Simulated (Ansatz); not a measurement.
In₄As₅H₁₆⁺, relaxed as a singlet with RKS r2SCAN-D4/def2-SVP in Ansatz, starting from the GFN2-xTB geometry. Force threshold 0.03 eV/Å.

In the def2 sets In takes a core potential; there is no spin–orbit coupling.

Start:

```xyz
25

In    0.482    1.974   -2.083
In   -2.092   -2.857   -2.512
In    3.945    0.187    1.790
In   -1.371   -0.453    2.260
As    2.677    1.391   -0.566
As   -0.883   -0.152   -3.035
As   -1.558    1.726    0.750
As   -1.877   -2.388    0.123
As    1.475   -0.619    2.543
H    -0.100    3.685   -2.101
H    -0.871   -3.785   -3.324
H    -3.626   -2.533   -3.260
H     4.500    1.638    2.565
H     5.030   -1.000    1.146
H    -2.003   -1.303    3.699
H     3.501    2.562   -1.042
H     2.011    2.298    0.464
H    -0.140   -0.148   -4.347
H    -1.962    0.705   -3.649
H    -3.041    1.855    0.996
H    -1.298    2.639    1.924
H    -3.109   -1.513   -0.075
H    -2.759   -3.483    0.659
H     1.323    0.761    3.164
H     1.745   -1.186    3.911
```

```csv
step,energy (eV),largest force component (eV/Å),SCF passes
1,-325127.6162,0.882,18
2,-325128.2388,0.351,24
3,-325128.6048,0.394,20
4,-325128.9038,0.369,20
5,-325129.0513,0.584,19
6,-325129.1225,0.384,17
7,-325129.1936,0.213,17
8,-325129.2516,0.190,17
9,-325129.3002,0.289,17
10,-325129.3421,0.294,17
11,-325129.3806,0.288,17
12,-325129.4130,0.226,17
13,-325129.4372,0.265,17
14,-325129.4545,0.295,17
15,-325129.4668,0.246,18
16,-325129.4744,0.158,17
17,-325129.4795,0.081,18
18,-325129.4834,0.010,18
19,-325129.4844,0.037,18
20,-325129.4852,0.075,18
21,-325129.4858,0.106,18
22,-325129.4863,0.097,19
23,-325129.4867,0.059,19
24,-325129.4871,0.003,19
25,-325129.4873,0.010,19
26,-325129.4874,0.011,18
```

Force components are those of the run's own axes.

End:

```xyz
25

In   -0.1339    2.3581   -1.4027
In   -0.8814   -2.5440   -2.1664
In    3.2427   -0.4457    0.7944
In   -1.4914   -0.3876    2.2736
As    2.2837    1.8479   -0.4005
As   -0.6772    0.1429   -2.7930
As   -1.6086    1.8727    0.8044
As   -1.9845   -2.1557    0.3373
As    1.1519   -0.5763    2.5929
H    -0.4292    3.8739   -2.1431
H     0.7292   -2.9934   -1.8172
H    -2.1845   -3.0925   -3.1230
H     4.5894    0.0489    1.7168
H     2.8539   -1.6577   -0.3471
H    -2.4854   -0.3879    3.6682
H     3.2117    2.2181   -1.5339
H     2.5736    3.0554    0.4603
H     0.3114    0.2391   -3.9328
H    -1.8912    0.5518   -3.5948
H    -3.0568    2.1061    0.4472
H    -1.4547    3.0499    1.7371
H    -3.4919   -2.1214    0.2307
H    -1.8994   -3.4758    1.0693
H     1.4257    0.3431    3.7610
H     1.2971   -1.8701    3.3613
```

Bonds formed: In1–As7 (atoms count from 1).

The force fell under the threshold at step 18, but the optimiser went on and released 0.004 eV more. No frequencies were taken in this run, so the end may be a saddle point.

Hardware: 2 threads of AMD EPYC 7R13 on a shared host and a share (18 GiB) of an NVIDIA H100 80GB HBM3. Wall time 95 s, peak host memory 1.1 GiB.
